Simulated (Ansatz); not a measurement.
A CCSD(T) single point on CH9Al2NSi.

```yaml
crystal:
  periodic: [false, false, false]
  atoms:
    - {symbol: N, position_ang: [-1.147290, 0.646816, 0.622452]}
    - {symbol: Si, position_ang: [0.341423, 0.653097, 1.678341]}
    - {symbol: C, position_ang: [1.249739, -0.704004, 0.857498]}
    - {symbol: Al, position_ang: [-0.302730, -0.948940, -0.438973]}
    - {symbol: Al, position_ang: [-0.028006, -0.170269, -2.895893]}
    - {symbol: H, position_ang: [-2.014463, 0.405709, 1.087898]}
    - {symbol: H, position_ang: [-1.311705, 1.492646, 0.089383]}
    - {symbol: H, position_ang: [-0.144968, 0.422719, 3.063774]}
    - {symbol: H, position_ang: [0.906297, 2.023781, 1.562504]}
    - {symbol: H, position_ang: [2.195669, -0.398197, 0.409264]}
    - {symbol: H, position_ang: [1.420524, -1.574875, 1.492524]}
    - {symbol: H, position_ang: [-1.289170, -2.154747, -0.057460]}
    - {symbol: H, position_ang: [-0.543523, 1.281238, -3.363790]}
    - {symbol: H, position_ang: [0.655304, -1.004175, -4.078722]}
basis:
  gaussian: {orbitals: def2-SVP}
correlation: {method: ccsd_t}
```

```sh
$ ansatz run in.yaml --threads 4 --pin off --events-out ev --progress --plain --max-ram 10444MiB
```

Log, shortened:

```
Functional definition: HF
1240 factors; integrals over basis functions are off by at most 1.1e-3 eV
mean field evaluation 1: about -23671.3659 eV, gradient 3.5e1 eV
mean field evaluation 2: about -23671.3700 eV, gradient 3.5e1 eV
mean field evaluation 4: about -23674.8839 eV, gradient 3.4e0 eV
mean field evaluation 8: about -23674.9312 eV, gradient 1.5e-4 eV
mean field -23674.93124710 eV, -870.0376758860 hartree, gradient 3.0e-6 eV, S^2 0.000000; 0 other end points of the search recorded, 0 dependent functions left out
17 core orbitals not correlated: weight in the atoms' cores, before any rotation towards them, 1.000 or more for the frozen orbitals, at most 0.000 for the correlated occupied ones
reference -23674.93124710 eV, -870.0376758860 hartree; 14, 14 occupied and 96, 96 virtual orbitals, 1240 factors
second order -14.89971882 eV of doubles, -0.00000000 eV of singles
cycle   1  -16.19290604 eV  change    -1.3e0 eV  update   9.8e-2
cycle   2  -16.76401071 eV  change   -5.7e-1 eV  update   3.1e-2
cycle   3  -16.82488270 eV  change   -6.1e-2 eV  update   1.1e-2
cycle   4  -16.82042072 eV  change    4.5e-3 eV  update   3.4e-3
cycle   5  -16.82016423 eV  change    2.6e-4 eV  update   1.2e-3
cycle   6  -16.82002329 eV  change    1.4e-4 eV  update   4.1e-4
cycle   7  -16.81989878 eV  change    1.2e-4 eV  update   1.6e-4
cycle   8  -16.81991318 eV  change   -1.4e-5 eV  update   6.1e-5
cycle   9  -16.81992339 eV  change   -1.0e-5 eV  update   2.0e-5
perturbative correction -0.47203520 eV, -0.0173469736 hartree
Total energy: -23692.22320568 eV, -870.6731436431 hartree
```

Hardware: 4 threads of an Arm Neoverse N1 on a shared host. Wall time 12 s, peak host memory 0.67 GiB.

The correlation energy is -17.292 eV, 2.7 % of it from (T); the T1 diagnostic reads 0.0110.
